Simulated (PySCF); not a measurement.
CH₄N₂S. Atoms are numbered in the order given.

```xyz
8

N     -0.0508    -1.1499     1.0486
C      0.0000     0.0000     0.3151
N      0.0508     1.1499     1.0486
S      0.0000     0.0000    -1.3526
H      0.2684    -1.1599     2.0117
H      0.0485    -2.0095     0.5235
H     -0.2684     1.1599     2.0117
H     -0.0485     2.0095     0.5235
```
Charge 0, spin multiplicity 1.

Geometry: B3LYP-D3(BJ)/def2-SVP. One conformer was computed; it need not be the lowest.

These are PBE/def2-TZVPD in PySCF values and carry that method's errors.

ESP charges are fitted to the potential on shells at 1.4 to 2.0 van der Waals radii. Atomic charges (e):

| atom | ESP fit | meta-Löwdin |
|---|---|---|
| N1 | -0.66 | -0.39 |
| C2 | 0.34 | 0.13 |
| N3 | -0.66 | -0.39 |
| S4 | -0.40 | -0.34 |
| H5 | 0.36 | 0.24 |
| H6 | 0.33 | 0.26 |
| H7 | 0.36 | 0.24 |
| H8 | 0.33 | 0.26 |
